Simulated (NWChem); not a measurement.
System: C3H4S2; SMILES C1=CSCS1

Here is an NWChem input.

```
start job
memory heap 200 mb stack 900 mb global 1100 mb
geometry units angstroms noautosym
  C      0.674794     0.076548    -1.288224
  C     -0.674794     0.076548    -1.288224
  S     -1.523540    -0.073300     0.256717
  C      0.000000     0.166015     1.308831
  S      1.523540    -0.073300     0.256717
  H      1.296183     0.125603    -2.195108
  H     -1.296183     0.125603    -2.195108
  H      0.000000     1.202546     1.765898
  H      0.000000    -0.602546     2.137575
end
basis spherical
  * library def2-svp
end
dft
  xc xpbe96 cpbe96
  disp vdw 4
  grid fine
  iterations 150
end
driver
  maxiter 120
  tight
end
task dft optimize
task dft freq
```

Output (shortened):

```
             Northwest Computational Chemistry Package (NWChem) 7.3.0
             --------------------------------------------------------

                             Geometry "geometry" -> ""
                             -------------------------

 Output coordinates in angstroms (scale by  1.889725989 to convert to a.u.)

  No.       Tag          Charge          X              Y              Z
 ---- ---------------- ---------- -------------- -------------- --------------
    1 C                    6.0000     0.67479400     0.06876519    -1.29049250
    2 C                    6.0000    -0.67479400     0.06876519    -1.29049250
    3 S                   16.0000    -1.52354000    -0.08108281     0.25444850
    4 C                    6.0000     0.00000000     0.15823219     1.30656250
    5 S                   16.0000     1.52354000    -0.08108281     0.25444850
    6 H                    1.0000     1.29618300     0.11782019    -2.19737650
    7 H                    1.0000    -1.29618300     0.11782019    -2.19737650
    8 H                    1.0000     0.00000000     1.19476319     1.76362950
    9 H                    1.0000     0.00000000    -0.61032881     2.13530650

 Effective nuclear repulsion energy (a.u.)     268.0476000236

                                Z-matrix (autoz)
                                --------

 Units are Angstrom for bonds and degrees for angles

      Type          Name      I     J     K     L     M      Value
      ----------- --------  ----- ----- ----- ----- ----- ----------
    1 Stretch                  1     2                       1.34959
    2 Stretch                  1     5                       1.76909
    3 Stretch                  1     6                       1.10044
    4 Stretch                  2     3                       1.76909
    5 Stretch                  2     7                       1.10044
    6 Stretch                  3     4                       1.86692
    7 Stretch                  4     5                       1.86692
    8 Stretch                  4     8                       1.13283
    9 Stretch                  4     9                       1.13027
   10 Bend                     1     2     3               118.67006
   11 Bend                     1     2     7               124.37958
   12 Bend                     1     5     4                95.15051
   13 Bend                     2     1     5               118.67006
   14 Bend                     2     1     6               124.37958
   15 Bend                     2     3     4                95.15051
   16 Bend                     3     2     7               116.90803
   17 Bend                     3     4     5               109.38689
   18 Bend                     3     4     8               110.16164
   19 Bend                     3     4     9               109.02924
   20 Bend                     5     1     6               116.90803
   21 Bend                     5     4     8               110.16164
   22 Bend                     5     4     9               109.02924
   23 Bend                     8     4     9               109.04676
   24 Torsion                  1     2     3     4          10.52891
   25 Torsion                  1     5     4     3          16.10556
   26 Torsion                  1     5     4     8        -105.12243
   27 Torsion                  1     5     4     9         135.24912
   28 Torsion                  2     1     5     4         -10.52891
   29 Torsion                  2     3     4     5         -16.10556
   30 Torsion                  2     3     4     8         105.12243
   31 Torsion                  2     3     4     9        -135.24912
   32 Torsion                  3     2     1     5           0.00000
   33 Torsion                  3     2     1     6         177.55627
   34 Torsion                  4     3     2     7        -171.73270
   35 Torsion                  4     5     1     6         171.73270
   36 Torsion                  5     1     2     7        -177.55627
   37 Torsion                  6     1     2     7           0.00000

  pbe96 is a nonlocal functional; adding pw91lda local functional.

                           NWChem Geometry Optimization
                           ----------------------------

 maximum gradient threshold         (gmax) =   0.000015
 rms gradient threshold             (grms) =   0.000010
 maximum cartesian step threshold   (xmax) =   0.000060
 rms cartesian step threshold       (xrms) =   0.000040
 fixed trust radius                (trust) =   0.300000
 source of zmatrix                         =   autoz

          -------------------
          Energy Minimization
          -------------------

 Using diagonal initial Hessian
 Scaling for Hessian diagonals: bonds = 1.00  angles = 0.25  torsions = 0.10

          --------
          Step   0

                                 NWChem DFT Module
                                 -----------------

 Summary of "ao basis" -> "ao basis" (spherical)
 ------------------------------------------------------------------------------
       Tag                 Description            Shells   Functions and Types
 ---------------- ------------------------------  ------  ---------------------
 C                          def2-svp                 6       14   3s2p1d
 S                          def2-svp                 8       18   4s3p1d
 H                          def2-svp                 3        5   2s1p

            General Information
            -------------------
          SCF calculation type: DFT
          Wavefunction type:  closed shell.
          No. of atoms     :     9
          No. of electrons :    54
           Alpha electrons :    27
            Beta electrons :    27
          Charge           :     0
          Spin multiplicity:     1
          Use of symmetry is: off; symmetry adaption is: off
          Maximum number of iterations: 150
          AO basis - number of functions:    98
                     number of shells:    46
          Convergence on energy requested:  1.00D-06
          Convergence on density requested:  1.00D-05
          Convergence on gradient requested:  5.00D-04

              XC Information
              --------------
          PerdewBurkeErnzerhof Exchange Functional  1.000
            Perdew 1991 LDA Correlation Functional  1.000 local
           PerdewBurkeErnz. Correlation Functional  1.000 non-local

             Grid Information
             ----------------
          Grid used for XC integration:  fine
          Radial quadrature: Mura-Knowles
          Angular quadrature: Lebedev.
          Tag              B.-S. Rad. Rad. Pts. Rad. Cut. Ang. Pts.
          ---              ---------- --------- --------- ---------
          C                   0.70       70          11.0       590
          S                   1.00      123          11.0       770
          H                   0.35       60          12.0       590
          Grid pruning is: on
          Number of quadrature shells:   696
          Spatial weights used:  Erf1

           DFT-D3BJ Model
          s6 scale factor  :        1.000000000000
          s8 scale factor  :        0.787500000000
          a1 parameter     :        0.428900000000
          a2 parameter     :        4.440700000000
              vdW contrib  :       -0.009893773147

      Superposition of Atomic Density Guess
      -------------------------------------

 Sum of atomic energies:        -909.56618452

      Non-variational initial energy
      ------------------------------

 Total energy =    -911.962147
 1-e energy   =   -1785.804404
 2-e energy   =     605.794657
 HOMO         =      -0.185490
 LUMO         =       0.034341

[...]

      ----------------------
      Optimization converged
      ----------------------

  Step       Energy      Delta E   Gmax     Grms     Xrms     Xmax
  ---- ---------------- -------- -------- -------- -------- --------
@   15    -912.26131779  1.5D-08  0.00000  0.00000  0.00001  0.00002
                                     ok       ok       ok       ok

                                Z-matrix (autoz)
                                --------

 Units are Angstrom for bonds and degrees for angles

      Type          Name      I     J     K     L     M      Value     Gradient
      ----------- --------  ----- ----- ----- ----- ----- ---------- ----------
    1 Stretch                  1     2                       1.35186    0.00000
    2 Stretch                  1     5                       1.76785   -0.00000
    3 Stretch                  1     6                       1.09930    0.00000
    4 Stretch                  2     3                       1.76786    0.00000
    5 Stretch                  2     7                       1.09930    0.00000
    6 Stretch                  3     4                       1.84075    0.00000
    7 Stretch                  4     5                       1.84074   -0.00000
    8 Stretch                  4     8                       1.11050   -0.00000
    9 Stretch                  4     9                       1.10669   -0.00000
   10 Bend                     1     2     3               117.88105   -0.00000
   11 Bend                     1     2     7               124.42348   -0.00000
   12 Bend                     1     5     4                93.84330    0.00000
   13 Bend                     2     1     5               117.88112   -0.00000
   14 Bend                     2     1     6               124.42330   -0.00000
   15 Bend                     2     3     4                93.84301   -0.00000
   16 Bend                     3     2     7               117.62030    0.00000
   17 Bend                     3     4     5               109.43750    0.00000
   18 Bend                     3     4     8               109.90457   -0.00000
   19 Bend                     3     4     9               108.98741   -0.00000
   20 Bend                     5     1     6               117.62040    0.00000
   21 Bend                     5     4     8               109.90488   -0.00000
   22 Bend                     5     4     9               108.98746    0.00000
   23 Bend                     8     4     9               109.59765   -0.00000
   24 Torsion                  1     2     3     4          16.02299   -0.00000
   25 Torsion                  1     5     4     3          24.98707    0.00000
   26 Torsion                  1     5     4     8         -95.79334    0.00000
   27 Torsion                  1     5     4     9         144.08489    0.00000
   28 Torsion                  2     1     5     4         -16.02294    0.00000
   29 Torsion                  2     3     4     5         -24.98702    0.00000
   30 Torsion                  2     3     4     8          95.79357    0.00000
   31 Torsion                  2     3     4     9        -144.08487   -0.00000
   32 Torsion                  3     2     1     5          -0.00005   -0.00000
   33 Torsion                  3     2     1     6         176.76456    0.00000
   34 Torsion                  4     3     2     7        -166.98893   -0.00000
   35 Torsion                  4     5     1     6         166.98892    0.00000
   36 Torsion                  5     1     2     7        -176.76459   -0.00000
   37 Torsion                  6     1     2     7           0.00000    0.00000

                         Geometry "geometry" -> "geometry"
                         ---------------------------------

 Output coordinates in angstroms (scale by  1.889725989 to convert to a.u.)

  No.       Tag          Charge          X              Y              Z
 ---- ---------------- ---------- -------------- -------------- --------------
    1 C                    6.0000     0.67593332     0.07645365    -1.26637946
    2 C                    6.0000    -0.67593102     0.07645477    -1.26638111
    3 S                   16.0000    -1.50265131    -0.19349369     0.27277306
    4 C                    6.0000     0.00000126     0.14438459     1.28085141
    5 S                   16.0000     1.50264771    -0.19349337     0.27276882
    6 H                    1.0000     1.29736998     0.18244368    -2.16695529
    7 H                    1.0000    -1.29737076     0.18244577    -2.16696056
    8 H                    1.0000    -0.00000147     1.20297300     1.61641027
    9 H                    1.0000     0.00000229    -0.52449674     2.16253037

 Effective nuclear repulsion energy (a.u.)     270.3436823960

[...]

 Rotational Constants
 --------------------
 A=   0.201356 cm-1  (  0.289701 K)
 B=   0.103673 cm-1  (  0.149160 K)
 C=   0.070653 cm-1  (  0.101652 K)

 Temperature                      =   298.15K
 frequency scaling parameter      =   1.0000

 Zero-Point correction to Energy  =   37.797 kcal/mol  (  0.060234 au)
 Thermal correction to Energy     =   41.021 kcal/mol  (  0.065371 au)
 Thermal correction to Enthalpy   =   41.613 kcal/mol  (  0.066314 au)

 Total Entropy                    =   73.945 cal/mol-K
   - Translational                =   39.816 cal/mol-K (mol. weight = 103.9754)
   - Rotational                   =   26.483 cal/mol-K (symmetry #  =        1)
   - Vibrational                  =    7.645 cal/mol-K

 Cv (constant volume heat capacity) =   18.540 cal/mol-K
   - Translational                  =    2.979 cal/mol-K
   - Rotational                     =    2.979 cal/mol-K
   - Vibrational                    =   12.582 cal/mol-K

[normal modes left out]

 ----------------------------------------------------------------------------
 Normal Eigenvalue ||           Projected Infra Red Intensities
  Mode   [cm**-1]  || [atomic units] [(debye/angs)**2] [(KM/mol)] [arbitrary]
 ------ ---------- || -------------- ----------------- ---------- -----------
    1       -0.000 ||    0.000000           0.000         0.000       0.000
    2       -0.000 ||    0.000000           0.000         0.000       0.001
    3       -0.000 ||    0.000000           0.000         0.000       0.000
    4       -0.000 ||    0.000041           0.001         0.040       0.063
    5        0.000 ||    0.000040           0.001         0.039       0.061
    6        0.000 ||    0.000104           0.002         0.102       0.159
    7      126.589 ||    0.003732           0.086         3.638       5.707
    8      393.090 ||    0.000006           0.000         0.006       0.010
    9      393.886 ||    0.000509           0.012         0.496       0.778
   10      599.860 ||    0.000953           0.022         0.929       1.457
   11      605.436 ||    0.064902           1.497        63.270      99.256
   12      680.656 ||    0.001972           0.045         1.922       3.016
   13      697.936 ||    0.002505           0.058         2.442       3.831
   14      730.102 ||    0.003160           0.073         3.080       4.832
   15      767.545 ||    0.037679           0.869        36.731      57.622
   16      815.219 ||    0.000408           0.009         0.398       0.624
   17      835.869 ||    0.005695           0.131         5.552       8.710
   18     1052.049 ||    0.003036           0.070         2.960       4.643
   19     1056.701 ||    0.003372           0.078         3.287       5.156
   20     1154.763 ||    0.000417           0.010         0.407       0.638
   21     1223.460 ||    0.000026           0.001         0.025       0.039
   22     1381.432 ||    0.000173           0.004         0.169       0.265
   23     1564.485 ||    0.018142           0.419        17.686      27.745
   24     2977.854 ||    0.024473           0.565        23.858      37.427
   25     3078.123 ||    0.000661           0.015         0.645       1.011
   26     3148.695 ||    0.004364           0.101         4.254       6.674
   27     3168.429 ||    0.000179           0.004         0.175       0.274
 ----------------------------------------------------------------------------
```

Level: PBE-D3(BJ)/def2-SVP.
